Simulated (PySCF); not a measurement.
# Bond curve of LiBr

Set-up: basis Li cc-pVTZ, Br cc-pVTZ-PP with ECP10; scalar-relativistic core potentials; PySCF 2.14. Energies in eV from Li + Br in their ground configurations at the same level. State: ¹Σ⁺ (singlet), closed shell.

All columns are PBE0. A positive dipole means Li(−)Br(+).

```tsv
R (Å)	E (eV)	μ (D)	Mulliken charge on Li (basis-dependent)	HOMO (eV)	LUMO (eV)	Mayer bond order	⟨S²⟩
1.872	-3.721	-5.82	0.19	-7.20	-1.21	1.43	0.00
1.959	-4.002	-6.15	0.24	-7.05	-1.26	1.34	0.00
2.046	-4.158	-6.48	0.28	-6.92	-1.31	1.26	0.00
2.112	-4.214	-6.74	0.31	-6.82	-1.36	1.20	0.00
2.177	-4.229	-7.00	0.34	-6.73	-1.41	1.15	0.00
2.242	-4.213	-7.26	0.37	-6.64	-1.46	1.10	0.00
2.329	-4.153	-7.62	0.40	-6.52	-1.53	1.04	0.00
2.438	-4.037	-8.08	0.44	-6.38	-1.63	0.97	0.00
2.569	-3.856	-8.64	0.49	-6.22	-1.75	0.89	0.00
2.743	-3.580	-9.40	0.54	-6.03	-1.92	0.81	0.00
```

A fit through these points gives, at Re = 2.173 Å, μ = -6.98 D and dμ/dR = -4.02 D/Å; the reduced mass is 6.443 u.

Question: How strong is the fundamental in the double-harmonic approximation, I = 42.26·(dμ/dR)²/μred km/mol?

Answer: I = 42.26·(-4.02)²/6.443 = 106 km/mol at PBE0.
